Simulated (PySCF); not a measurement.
C4H6OSe, SMILES C=C1OC[C@H]1[SeH]. Atoms are numbered in the order given.

```xyz
12

C      2.4791     0.0547     0.0415
C      1.3648    -0.6648    -0.0521
O      1.1103    -1.9220     0.4244
C     -0.2572    -1.8642    -0.0132
C     -0.0144    -0.4769    -0.6290
Se    -0.9580     1.0716     0.0822
H      2.5097     1.0553    -0.3897
H      3.3597    -0.3429     0.5477
H     -0.4941    -2.6719    -0.7238
H     -0.9576    -1.8827     0.8357
H     -0.0446    -0.4438    -1.7265
H     -2.1167     0.9365    -0.8170
```

Geometry: PBE0-D3(BJ)/def2-SVP. The structure was generated by enumeration; whether it is a known compound was not checked. Other conformers were not sampled.

These are CAM-B3LYP/def2-TZVP run with PySCF values and carry that method's errors.

ESP charges are fitted to the potential on shells at 1.4 to 2.0 van der Waals radii. Atomic charges (e):

```tsv
atom	ESP fit	IAO	Mulliken
C1	-0.74	-0.42	-0.36
C2	0.57	0.23	0.17
O3	-0.41	-0.38	-0.28
C4	0.31	-0.03	0.03
C5	-0.37	-0.26	-0.19
Se6	-0.17	0.04	-0.08
H7	0.23	0.16	0.14
H8	0.25	0.16	0.14
H9	0.02	0.14	0.10
H10	0.02	0.15	0.11
H11	0.16	0.16	0.14
H12	0.13	0.04	0.09
```

Computed Mayer and Wiberg (Löwdin basis) orders of the bonds:
| bond | Mayer | Wiberg |
|---|---|---|
| C1–C2 | 1.77 | 2.08 |
| C2–O3 | 1.10 | 1.52 |
| O3–C4 | 0.97 | 1.35 |
| C2–C5 | 1.00 | 1.12 |
| C4–C5 | 1.02 | 1.16 |
| C5–Se6 | 1.05 | 1.40 |
| C1–H7 | 0.96 | 0.88 |
| C1–H8 | 0.96 | 0.88 |
| C4–H9 | 0.95 | 0.89 |
| C4–H10 | 0.94 | 0.89 |
| C5–H11 | 0.94 | 0.83 |
| Se6–H12 | 0.97 | 1.02 |
